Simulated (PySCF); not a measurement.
Two-dimensional NMR puzzle

Compound of formula C7H6. Correlations simulated from computed shifts and the bond graph:

HSQC (one-bond C–H):
```
  δH     δC
7.43  120.5
7.41  139.0
6.05  125.0
3.38   98.6
1.21    8.3
```

COSY cross peaks (H two or three bonds apart, from the bond graph; peaks can be absent where the dihedral angle is near 90°):
```
  δH    δH
7.43  1.21
7.41  6.05
```

HMBC (two and three bonds, from the bond graph):
```
  δH                              δC
7.43               139.0, 123.2, 8.3
7.41  125.0, 123.2, 120.5, 87.7, 8.3
6.05        139.0, 123.2, 98.6, 87.7
3.38                     125.0, 87.7
1.21             139.0, 123.2, 120.5
```

Carbons without hydrogens: δ 123.2, 87.7.

Non-relativistic, a single conformation, fast rotation and ring inversion assumed for equivalent nuclei, no solvent model. PBE0/pcSseg-1 with gauge-including orbitals; structure optimised with GFN2-xTB; PySCF.

Scale: ¹H (σref 31.72) and ¹³C (σref 186.93) against TMS (reference shieldings calculated alike).

Exchangeable hydrogens are left out of these lists.

Question: Work out the connectivity.

Answer: SMILES C#C/C=C/C1=CC1.

Structure with atom numbers: `[CH:1]#[C:2]/[CH:3]=[CH:4]/[C:5]1=[CH:6][CH2:7]1`. Each H is labelled by its parent atom.

δC 139.0 is C4, an alkene CH (δH 7.41). δC 125.0 is C3, an alkene CH (δH 6.05). δC 123.2 is C5, a fully substituted alkene carbon. δC 120.5 is C6, an alkene CH (δH 7.43). δC 98.6 is C1, a terminal alkyne carbon (δH 3.38). δC 87.7 is C2, an alkyne carbon. δC 8.3 is C7, a three-membered-ring carbon (δH 1.21). HMBC from δH 7.43 reaches the proton-free carbon C5. HMBC from δH 7.41 reaches the proton-free carbons C5, C2. HMBC from δH 6.05 reaches the proton-free carbons C5, C2. HMBC from δH 3.38 reaches the proton-free carbon C2. COSY links 7.43–1.21, 7.41–6.05.

The data come from this structure; uniqueness wasn't tested.

Shifts are as computed. Against solution values, carbons near 30 ppm lie about +3 ppm off and those near 130 ppm about +5 ppm. Of 1211 compounds with measured shifts, 218 miss one by over three times the rms of a fit or turn the order of signals round; such compounds aren't used in these exercises.
